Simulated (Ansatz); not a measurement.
The Si1–Cl3 bond of ClFSi (SMILES F[Si]Cl) is stretched (multiplicity 1, the rest rigid).
Geometry at rest (charge 0, multiplicity 1):
| atom | x (Å) | y (Å) | z (Å) |
|---|---|---|---|
| Si | 0.3476 | 0.2675 | 0.7820 |
| F | 0.9504 | 1.3420 | -0.2547 |
| Cl | -0.7894 | -0.9308 | -0.5091 |

Cores are frozen in the correlated methods.

Run with Ansatz (Gaussian orbitals). 

Energies above the point at 2.097 Å (the B3LYP-D3(BJ) bond length), FIC-MRCISD+Q on CASSCF(6,4)/cc-pV(D+d)Z (kcal/mol): 10.87 at 1.887 Å; 5.76 at 2.306 Å; 97.84 at 6.709 Å.

**Question.** Take the last value as the depth D of a Morse curve D(1 − e^(−a(R − R₀)))², fit a and R₀ to the two near points, and test it at 2.830 and 3.669 Å.

**Answer.** 
With D = 97.8, both near points (counted from the curve's value at 2.097 Å) are met by a = 1.35 Å⁻¹ and R₀ = 2.100 Å, so k = 2Da² = 357 kcal/(mol Å²). The curve then gives 38.5 and 75.7 kcal/mol; the level itself gives 37.8 and 79.3, so Morse is off by 0.6 and -3.6.

Doubts at one or more of the structures used: active orbitals that take no part (FIC-MRCISD+Q on CASSCF(6,4)/cc-pV(D+d)Z).

Ansatz is a first-principles code.
